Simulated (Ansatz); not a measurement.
Isolated molecules relaxed with PBE0-D4/def2-TZVP in Ansatz; ΔE leaves out vibrations. CCSD(T)/CBS adds triple-zeta CCSD(T) − MP2 to the extrapolated MP2 energy (def2 sets, frozen cores). Functionals use def2-TZVPP. For Ge outer-core shells are correlated without core-valence functions, which leaves a few kJ/mol of doubt a bond. Scalar relativity is left out up to krypton. Each species was taken in one conformer, which may not be the lowest.

Consider the redistribution: `C[N]([GeH3])BF` + `O[SiH](F)[SiH2]S` → `FB[SiH2]S` + `C[N]([GeH3])[SiH](O)F`.

```csv
species,PBE0 energy (Eh)
`C[N]([GeH3])BF`,-2298.43783
`O[SiH](F)[SiH2]S`,-1154.94907
`FB[SiH2]S`,-814.51856
`C[N]([GeH3])[SiH](O)F`,-2638.83480
```

Question: Work out ΔE.

Answer: ΔE = (-814.51856) + (-2638.83480) − (-2298.43783) − (-1154.94907) = 0.03354 Eh = +88.1 kJ/mol. CCSD(T)/CBS gives +78.4 kJ/mol.

Largest T1 diagnostic among the species: 0.014.

In def2-TZVPP, CCSD(T) changes the Hartree–Fock value by +9.3 kJ/mol (the triples alone add +2.1 kJ/mol) and MP2 by +9.5 kJ/mol. From PBE to PBE0 (25 % exact exchange), in def2-TZVPP and without D4, ΔE moves by −4.6 kJ/mol.
